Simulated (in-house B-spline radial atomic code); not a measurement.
Successive ionisation energies of samarium; each step leads to the configuration of the next row (after the last: [Xe] 4f3). Dirac energy differences include first-order Breit, QED and recoil terms. NIST's values go from ground level to ground level; the uncertainty of those that are theory runs from under 0.1 % in few-electron ions to several per cent in heavy many-electron ones. Computed with an all-electron radial atomic-structure program (B-spline basis): Dirac-Hartree-Fock, average of the configuration, finite nuclei.

```csv
ion,configuration,ionisation energy (eV),tabulated value (eV),tabulated kind,computed minus tabulated (eV),highest orbital,largest mean radius (bohr)
Sm,[Xe] 4f6 6s2,4.68,5.643722,measured,-0.96,6s1/2,4.6454
Sm+,[Xe] 4f6 6s1,?,?,semi-empirical,?,?,?
Sm2+,[Xe] 4f6,?,?,semi-empirical,?,?,?
Sm3+,[Xe] 4f5,38.48,41.64,semi-empirical,-3.16,4f7/2,1.6199
Sm4+,[Xe] 4f4,59.52,62.7,semi-empirical,-3.18,4f7/2,1.5538
```

Q: Fill in the row of Sm+.

A: ionisation energy (eV): 10.25; tabulated value (eV): 11.078; computed minus tabulated (eV): -0.83; highest orbital: 6s1/2; largest mean radius (bohr): 4.1401.

Q: Fill in the row of Sm2+.

A: ionisation energy (eV): 19.68; tabulated value (eV): 23.55; computed minus tabulated (eV): -3.87; highest orbital: 4f7/2; largest mean radius (bohr): 1.6917.

Q: Where is the largest jump?

A: From Sm to Sm+, by a factor of 2.19 (4.6822 to 10.252 eV); the highest orbital goes from 6s1/2 to 6s1/2.

Where a p, d or f electron is removed, the computed value is a mean over both j, so it misses the tabulated one by a part of the spin-orbit splitting; averaging over terms and missing correlation add to the gap, relatively most at low charge.
